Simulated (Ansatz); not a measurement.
Consider the redistribution: `[NH2][Hf]([F])([F])[Cl]` + `[F][Mg][Br]` → `[F][Hf]([F])([Cl])[Br]` + `[NH2][Mg][F]`.

Calculated with Ansatz (gas phase, PBE0-D4/def2-TZVP geometries, no zero-point term in ΔE). CBS: MP2 limit from def2 TZ/QZ plus the TZ coupled-cluster correction, frozen cores. Functionals use def2-TZVPP. def2 core potentials past Kr. For Br, Hf, Mg outer-core shells are correlated without core-valence functions, which leaves a few kJ/mol of doubt a bond. Scalar relativity is left out up to krypton. Each species was taken in one conformer, which may not be the lowest.

(1) Is it downhill or uphill in electronic energy at CCSD(T)/CBS, and by how much? (An estimate is asked.)

(2) What do these levels give: PBE0-D4, r2SCAN0-D4, BHLYP-D4, B2PLYP, HF/def2-QZVPP, MP2/def2-QZVPP? (Estimate.)

Largest T1 diagnostic among the species: 0.015.

## Answers

(1) Ansatz gave: Uphill: ΔE = +60.2 kJ/mol.

(2) Ansatz gave: PBE0-D4 64.8, r2SCAN0-D4 66.6, BHLYP-D4 67.7, B2PLYP 60.6, HF/def2-QZVPP 77.2, MP2/def2-QZVPP 56.2 kJ/mol.

From r2SCAN to r2SCAN0 (25 % exact exchange), in def2-TZVPP and without D4, ΔE moves by +3.7 kJ/mol. In def2-TZVPP, CCSD(T) changes the Hartree–Fock value by −18.5 kJ/mol (the triples alone add −3.1 kJ/mol) and MP2 by −21.9 kJ/mol. At CCSD(T), def2-SVP lies +11.3 kJ/mol from the extrapolated value and def2-TZVPP −1.2 kJ/mol.
